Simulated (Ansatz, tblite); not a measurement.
Removing an electron: the cluster CuI2⁻ (the lowest singlet isomer of a short search). Charge -1, multiplicity 1. Geometry: r2SCAN-D4/def2-TZVPD. Ansatz, gas phase; energy differences of separate SCF runs; the oxidised species was run as a doublet alone.

```xyz
3

Cu    0.0001   -0.0003    0.0001
I    -2.2646   -0.7503    0.4585
I     2.2644    0.7506   -0.4587
```

In the def2 sets I takes a core potential; there is no spin–orbit coupling. The xTB rows come from tblite. The structure comes from a short search, and lower isomers may exist.

(1) Estimate orbital energies and vertical ionisation energies at: GFN1-xTB; GFN2-xTB; r2SCAN-D4/def2-TZVPD; PBE0-D4/def2-TZVPD.

Answers

(1) 
| level | −HOMO (eV) | vertical IE (eV) | −LUMO (eV) | HOMO–LUMO gap (eV) |
| --- | --- | --- | --- | --- |
| GFN1-xTB | 4.79 | 7.92 | -1.82 | 6.62 |
| GFN2-xTB | 4.14 | 8.58 | -3.60 | 7.75 |
| r2SCAN-D4/def2-TZVPD | 1.28 | 3.90 | -2.90 | 4.18 |
| PBE0-D4/def2-TZVPD | 2.51 | 4.18 | -2.99 | 5.50 |

Run but left out: PBE-D4/def2-TZVPD (neutral doublet: an occupied level 0.01 eV above an empty one).  Raw xTB energy differences between charge states are shifted by several eV; the methods need an empirical correction for them.
